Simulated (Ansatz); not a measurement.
System: C2H5GeO2, charge 0, multiplicity 2. It need not be the lowest isomer of its formula. 
Coordinates optimised at B3LYP-D3(BJ)/def2-TZVP (Ansatz, a quantum-chemistry and plane-wave program):
```
O
C 1 1.3424
O 2 1.2234 1 122.23
C 2 1.4432 3 123.62 1 -180.00
H 4 1.0790 2 118.40 3 0.00
H 4 1.0794 5 120.70 2 180.00
Ge 1 1.8404 2 114.71 3 0.00
H 7 1.5302 1 108.89 2 62.07
H 7 1.5302 8 113.44 1 121.41
H 7 1.5336 8 112.23 9 128.50
```
Charge 0, spin multiplicity 2.

Dipole moments at this geometry, in debye (magnitudes).

| level | program | dipole (D) |
|---|---|---|
| PBE/def2-TZVPD | Ansatz | 1.54 |
| BLYP/def2-TZVPD | Ansatz | 1.55 |
| r2SCAN/def2-TZVPD | Ansatz | 1.58 |
| B97M-V/def2-TZVPD | Ansatz | 1.56 |
| B3LYP/def2-TZVPD | Ansatz | 1.59 |
| BHLYP/def2-TZVPD | Ansatz | 1.64 |
| r2SCAN0/def2-TZVPD | Ansatz | 1.61 |
| LC-wPBE/def2-TZVPD | Ansatz | ___ |
| wB97M-V/def2-TZVPD | Ansatz | 1.61 |
| CCSD(T)/aug-cc-pVDZ | Ansatz | ___ |

### Question
Some entries are withheld; supply them.

### Answer

- LC-wPBE/def2-TZVPD, dipole (D): 1.63
- CCSD(T)/aug-cc-pVDZ, dipole (D): 1.53
